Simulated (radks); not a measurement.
Results of a calculation; reference values are marked as such.
All-electron atom: Co4+ in [Ar] 3d5.

Level of theory: non-relativistic Kohn-Sham, LB94 model potential, spin-polarised, spherical densities, point nucleus; open shells are filled with parallel spins first (a radial shooting solver on a logarithmic mesh with Libxc functionals).

Energy parts (eV):
| part | energy |
|---|---|
| kinetic | 37627.779 |
| electron-nucleus | -88140.153 |
| Hartree | 14569.097 |
(The LB94 potential has no energy functional, so no total or exchange-correlation energy is given.)

Orbitals (lengths in bohr, moments of r in powers of bohr; r(max) is where P^2 peaks; r(90%) holds 90 % of the orbital's charge):
orbital  occ.  eigenvalue (eV)  r(90%)   r(max)
1s down     1        -7655.145   0.101  0.03750
1s up       1        -7655.075   0.101  0.03750
2s down     1        -972.6677   0.398   0.2161
2s up       1        -971.7945   0.398   0.2161
2p down     3        -856.8185   0.367   0.1729
2p up       3        -856.0623   0.368   0.1729
3s up       1        -171.9030    1.15   0.6719
3s down     1        -166.7142    1.16   0.6738
3p up       3        -137.0447    1.22   0.6736
3p down     3        -132.0791    1.23   0.6762
3d up       5         -79.0351    1.43   0.6304
3d down     0         -74.8880    1.47   0.6321

The highest occupied level is 3d up at -79.035 eV. The spin density at the nucleus is 0.774 e/bohr^3 (1s 0.106, 2s -0.546, 3s 1.214), a Fermi contact field of 40.6 T. Summed over all electrons, <r^2> = 11.02 bohr^2, which gives a Langevin (diamagnetic) susceptibility term of -8.73 x 10^-6 cm^3/mol. The electron density at the nucleus is 1.338e+04 e/bohr^3. The density falls to 0.001 e/bohr^3 at r = 2.45 bohr. Spin moment in Bohr magnetons: 5.
